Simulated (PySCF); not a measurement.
Compound: C₃H₃N₂OP.
Atom-mapped SMILES: `[O:1]=[CH:2][c:3]1[nH:4][n:5][cH:6][p:7]1`

Cartesian coordinates in Å at the GFN2-xTB level; atoms count from 1:
```xyz
10
C3H3N2OP angstrom
O     -2.5410   -0.7540    0.4264
C     -1.8742    0.2523    0.3434
C     -0.4312    0.2596    0.2702
N      0.2459   -0.9189    0.2938
N      1.5467   -0.8567    0.2243
C      1.9444    0.3885    0.1427
P      0.6719    1.6045    0.1477
H     -2.3302    1.2577    0.3176
H     -0.2229   -1.8143    0.3613
H      2.9996    0.5861    0.0790
```

NICS is the negative of the GIAO shielding at a point without a nucleus: at the ring centre (0) and 1 Å above and below it (1); zz is the component along the ring normal. Level: GIAO PBE0/pcSseg-1 (PySCF, non-relativistic, gas phase) on the GFN2-xTB geometry, one conformer.

Ring bond lengths (Å), with Mayer bond orders in brackets: C3–N4 1.359 (1.15), N4–N5 1.304 (1.25), N5–C6 1.310 (1.53), C6–P7 1.760 (1.25), P7–C3 1.744 (1.30).

**Question.** Give the NICS values of each ring in ppm.

**Answer.** 
| ring | type | NICS(0) | NICS(1), two faces | NICS(1)zz, two faces | rms pucker (Å) | centre to ring atoms, mean (Å) |
| --- | --- | --- | --- | --- | --- | --- |
| C3–N4–N5–C6–P7 | 5-membered ring with 2 N and P; formal bonds all aromatic | -12.2 | -12.7 / -12.7 | -30.5 / -30.5 | 0.00 | 1.26 |

**Question.** What can be read from them?

**Answer.** 
- C3–N4–N5–C6–P7: mean NICS(1)zz -30.5 ppm, shielded.

**Question.** And the bond-length index? HOMA takes Krygowski's 1993 parameters.

**Answer.** 
- C3–N4–N5–C6–P7: HOMA 0.83; the largest term is that of C6–P7, α(R − Ropt)² = 0.46.

**Question.** What field does 11.7 T along the ring normal induce along that normal at the first NICS(1) probe listed for ring C3–N4–N5–C6–P7, 1 Å off the ring?

**Answer.** NICSzz × B0 = -30.5 ppm × 11.7 T = -357 μT, against the applied field.

**Question.** List the ring angles and the Hirshfeld charges of the ring atoms.

**Answer.** 
- C3–N4–N5–C6–P7: C3 110.8° (-0.042 e), N4 117.0° (+0.011 e), N5 110.6° (-0.110 e), C6 115.9° (-0.071 e), P7 85.7° (+0.070 e); sum 540.0° against 540° for a flat convex ring.
